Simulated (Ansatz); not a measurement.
# Pulling the pair apart

The pair of Li⁺ (SMILES [Li+], atom 1) and AlCl3 (SMILES Cl[Al](Cl)Cl, atoms 2–5), both closed shells, in one local arrangement (a lower one may exist), relaxed at PBE0-D4/def2-TZVP:

Li1  (0.069, -1.203, -1.937)
Cl2  (-0.053, 1.106, -1.377)
Al3  (-0.021, 0.376, 0.605)
Cl4  (0.093, -1.722, 0.386)
Cl5  (-0.088, 1.443, 2.323)
(Å)

AlCl3 is shifted rigidly along the line between the mean atom positions of the two fragments (negative: closer). Counterpoise interaction energies in kJ/mol. Ansatz 0.2.0; basis: def2-TZVPPD; cores frozen in the correlated methods. The outer core shell of Li, Na, Mg and K is correlated.

```
shift (Å)  r2SCAN-D4     MP2  wB97M-V
    -0.24     -104.9   -99.6   -111.2
    -0.12     -112.7  -108.5   -118.8
     0.00     -115.7  -112.4   -121.7
     0.12     -115.2  -112.6   -121.0
     0.29     -110.6  -108.7   -116.0
     0.59      -95.7   -94.7   -100.1
     1.19      -66.4   -64.4    -67.0
     2.38      -30.4   -29.2    -29.6
```

Problem. What does CCSD(T) give at these shifts? (To be estimated.)

Solution. By the calculation: -99.8, -108.6, -112.5, -112.7, -108.8, -94.7, -64.4, -29.1 kJ/mol. For zero shift, CCSD(T) at an estimated basis limit (MP2 extrapolated from triple and quadruple zeta, plus CCSD(T) − MP2 in triple zeta) gives -120.0 kJ/mol. These are counterpoise interaction energies, counted from the two frozen fragments.

No T1 diagnostic of these runs exceeds 0.008.

For scale, one of the runs: CCSD(T)/def2-TZVPPD, 223 basis functions (an equivalent command: `ansatz run in.yaml --threads 4`). The run took 18 s on 4 CPU threads (shared host), with 3.4 GiB of host memory at its peak.
